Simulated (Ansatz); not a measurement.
Br₂Ga, doublet, at a GFN2-xTB geometry (such geometries of metal compounds can be far from the true shape) (the spin is typed, not shown lowest). Base run: Ansatz (a program for electronic structure) with HF/def2-SVP.

Geometry (Å):
```xyz
3

Ga     0.7442     0.3719     0.2686
Br    -0.6431     1.4027    -1.4208
Br    -0.0161    -1.7321     1.1829
```
Charge 0, spin multiplicity 2.
Orbitals are unrestricted.
All else is at Ansatz's defaults.

Each row names what was changed in the base input (with any setting that the change needs).

| change | basis functions | E (Eh) | core-seconds (rough) |
|---|---|---|---|
| base | 96 | -7067.30502 | 5 |
| basis = STO-3G | 54 | -6990.40800 | 20 |
| basis = 3-21G | ? | ? | 2 |
| basis = pcseg-1 | 81 | -7067.26455 | 3 |
| basis = pc-1 | 81 | -7067.83830 | 5 |
| basis = def2-SV(P) | 96 | -7067.30502 | 3 |
| basis = aug-pcseg-1 | 108 | -7067.27284 | 6 |
| basis = pcseg-2 | 129 | -7068.23225 | 8 |
| basis = pc-2 | 129 | -7068.24724 | 8 |
| basis = def2-TZVP | ? | ? | 7 |
| basis = def2-TZVPD | 168 | -7068.18767 | 9 |
| basis = aug-cc-pVTZ | ? | ? | 10 |
| basis = cc-pVQZ | 204 | -7068.32586 | 20 |

**Question.** Some entries are withheld; supply them.

**Answer.** 
- basis = 3-21G, basis functions: 69
- basis = 3-21G, E (Eh): -7034.06072
- basis = def2-TZVP, basis functions: 144
- basis = def2-TZVP, E (Eh): -7068.18645
- basis = aug-cc-pVTZ, basis functions: 177
- basis = aug-cc-pVTZ, E (Eh): -7068.31838

Totals compare only among sets that treat the same electrons; sets with core potentials leave the core out.
